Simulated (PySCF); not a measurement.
## M06-2X on P⁺ (phosphorus, charge +1)

Configuration: [Ne] 3s2 3p2, high-spin 3P determinant. Computed with PySCF 2.14 in Sapporo-DZP-2012 (5s4p2d, 27 functions), with the spin-free X2C one-electron Hamiltonian (Gaussian nucleus).

| Property | Result |
| --- | --- |
| Total energy | -341.5619 hartree |
| One-electron energy | -466.7921 hartree |
| Hartree (Coulomb) energy | 148.1232 hartree |
| Exchange-correlation energy | -22.8929 hartree |
| ⟨S²⟩ | 2.0032 |
| ⟨L²⟩ | 2.009 |
| Sum of ⟨r⟩ | 12.04 bohr |
| Sum of ⟨r²⟩ | 20.58 bohr² |
| Traceless quadrupole moment −½Σ⟨3z² − r²⟩ along its main axis | 1.95 e·bohr² |
| Langevin diamagnetic susceptibility | -16.3 ×10⁻⁶ cm³/mol |
| Time after the integrals | 0.16 s of wall time on 1 thread of Intel(R) Xeon(R) 6975P-C (shared host) |

```csv
shell,electrons,mean orbital energy (hartree),spread (hartree),"rms radius, mean of both spins (bohr)"
1s α,1,-78.69001,0,0.120
1s β,1,-78.67334,0,0.120
2s α,1,-7.31985,0,0.566
2s β,1,-7.31364,0,0.566
2p α,3,-5.40806,0.00401,0.539
2p β,3,-5.38800,0.01864,0.539
3s α,1,-1.00377,0,1.98
3s β,1,-0.90217,0,1.98
3p α,2,-0.63258,0,2.28
```

Densities and radii are taken from the X2C orbitals without a picture-change correction, which distorts them close to the nucleus.
